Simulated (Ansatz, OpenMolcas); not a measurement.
A ladder of methods for C2H5AlBN (SMILES B[C]1=C[NH][AlH]1)

C2H5AlBN: 10 atoms, total charge 0, spin state singlet. As SMILES, `B[C]1=C[NH][AlH]1`. Geometry: relaxed at PBE0-D4/def2-TZVP.

```xyz
10

B    -1.2530    0.5767   -1.4187
C    -0.1438    0.2428   -0.4788
C    -0.3150   -0.4713    0.7023
N     0.8209   -0.6735    1.4228
Al    1.6885    0.2649    0.0805
H    -2.3757    0.2170   -1.1617
H    -1.0762    1.1954   -2.4326
H    -1.2730   -0.8592    1.0617
H     0.7920   -1.1794    2.2897
H     3.2184    0.6355   -0.0622
```

Quantity: the energy change with the B1–H7 bond stretched from 1.201 to 2.161 Å, in eV. The values are calculated.

```tsv
level	kind	program	value (eV)	CPU time (all runs)
HF/6-31G* (spherical functions) (unrestricted)	Hartree–Fock	OpenMolcas	3.34	17 s
BLYP/6-31G* (spherical functions) (restricted)	GGA	Ansatz	2.79	15 s
M06-L/6-31G* (spherical functions) (restricted)	meta-GGA	OpenMolcas	3.00	1.8 min
BHLYP/6-31G* (spherical functions) (restricted)	global hybrid	Ansatz	3.24	20 s
M06-2X/6-31G* (spherical functions) (restricted)	hybrid meta-GGA	OpenMolcas	3.17	93 s
wB97M-V/6-31G* (spherical functions) (restricted)	range-separated hybrid	Ansatz	3.11	3.4 min
B2PLYP/6-31G* (spherical functions) (restricted)	double hybrid	Ansatz	3.06	26 s
PBE-QIDH/6-31G* (spherical functions) (restricted)	double hybrid	Ansatz	3.19	26 s
RPA@PBE/6-31G* (spherical functions) (restricted)	RPA	Ansatz	2.82	26 s
CCSD/6-31G* (spherical functions) (restricted)	coupled cluster or CI	Ansatz	2.87	29 s
```

The first shape isn't each level's own minimum. The values span 2.79 to 3.34 eV. Times are those of the runs behind each value, whatever else they computed, on shared processors of several kinds: orders of magnitude only.
